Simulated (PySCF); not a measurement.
# How the method changes the constants of TeS

State: ³Σ⁻ (triplet), unpaired electrons π ↑↑. Set-up: basis Te def2-SVPD with ECP28, S def2-SVPD; scalar-relativistic core potentials; PySCF 2.14. De refers to Te + S in their high-spin ground configurations, without counterpoise correction. The functionals are run spin-unrestricted. A positive dipole means Te(−)S(+). Levels whose curve was spin-contaminated or gave no clean fit are not listed.

| Level | Re (Å) | ωe (cm⁻¹) | De (eV) | μ (D) |
| --- | --- | --- | --- | --- |
| UHF | 2.224 | 524 | 1.17 | -2.12 |
| UHF-CCSD | 2.272 | 465 | 2.67 | n/a |
| UHF-CCSD(T) | 2.288 | 446 | 2.91 | n/a |
| PBE | 2.283 | 449 | 3.93 | -1.66 |
| r²SCAN | 2.263 | 468 | 3.67 | -1.70 |
| B3LYP | 2.276 | 458 | 3.43 | -1.68 |
| PBE0 | 2.250 | 482 | 3.51 | -1.75 |
| MN15 | 2.241 | 485 | 3.40 | -2.07 |
| BHandHLYP | 2.243 | 493 | 2.93 | -1.78 |

The bond length runs from 2.224 Å (UHF) to 2.288 Å (UHF-CCSD(T)). De spans 1.17 eV (UHF, mean field) to 3.93 eV (PBE, GGA). Correlation at CCSD(T) changes the Hartree–Fock bond energy by +1.74 eV; the triples alone change it by +0.24 eV.

Correlated steps freeze 9 core orbitals. Correlated levels converge slowly with the basis: in double zeta they bind strong bonds too weakly, by up to about 1 eV, and carry superposition errors of some tenths. These are scalar-relativistic numbers at best; spin–orbit coupling would shift them, the dissociation energy most. The state is the lowest determinant that a PBE0 search found; another state may lie lower at other levels.
